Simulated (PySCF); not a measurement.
Excitations are Tamm–Dancoff values on a coarser integration grid. The basis has no diffuse functions, so Rydberg states are missing or too high.

# C2H4OSi, SMILES `C#CO[SiH3]` (charge 0, multiplicity 1)

Level of theory: PBE-D3(BJ)/def2-TZVP // B3LYP-D3(BJ)/def2-TZVP run with PySCF.

```json
{
 "HOMO": "-6.04 eV",
 "dipole_moment": "1.67 D",
 "LUMO": "-1.28 eV",
 "HOMO–LUMO gap": "4.76 eV",
 "S1 excitation (TDA)": "4.81 eV",
 "S1 oscillator strength": "0.001",
 "T1 excitation (TDA)": "4.67 eV",
 "S1–T1 gap (TDA)": "0.14 eV",
 "vertical ionisation energy (Delta-SCF)": "9.51 eV",
 "total_energy": "-12054.91 eV",
 "cost": "about 60 core-seconds (a rough figure)"
}
```

Bonds (Å): C1–C2 1.199, C1–H5 1.060, C2–O3 1.296, O3–Si4 1.685, Si4–H6 1.472, Si4–H7 1.476, Si4–H8 1.476. Bond angles (°): C2–C1–H5 179.5, C1–C2–O3 178.9, C2–O3–Si4 123.6, O3–Si4–H6 104.1, O3–Si4–H7 109.1, O3–Si4–H8 109.1, H6–Si4–H7 111.8, H6–Si4–H8 111.8, H7–Si4–H8 110.5.
Charge 0, spin multiplicity 1.
